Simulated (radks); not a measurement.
Results of a calculation; reference values are marked as such.
Effect of the nuclear size on the vanadium ion V2+, [Ar] 3d3. Level of theory: Dirac Kohn-Sham, BLYP, spin-unpolarised, spherical densities, finite nucleus; open shells are shared between the two j in proportion to 2j + 1; Fermi nuclear charge, rms radius 3.6002 fm (a radial shooting solver on a logarithmic mesh with Libxc functionals). The rms radius is varied about that value; shifts are against it.

| rms radius (fm) | total energy shift (eV) | density at nucleus (e/bohr^3) | 1s1/2 shift (meV) | 2s1/2 shift (meV) | 3s1/2 shift (meV) |
|---|---|---|---|---|---|
| 3.2222 | -0.0119 | 9923 | -5.03 | -0.431 | -0.061 |
| 3.431 | -0.00547 | 9902 | -2.32 | -0.199 | -0.028 |
| 3.6002 | 0 | 9886 | 0.000 | 0.000 | 0.000 |
| 3.899 | 0.0103 | 9859 | 4.35 | 0.373 | 0.052 |
| 4.0574 | 0.0161 | 9846 | 6.80 | 0.583 | 0.082 |

Slopes of the eigenvalues against <r^2> in GHz/fm^2, as finite differences over the two radii next to the reference (eigenvalue slopes, not the field-shift constants of lines): 1s1/2 470, 2s1/2 40.3, 3s1/2 5.66.
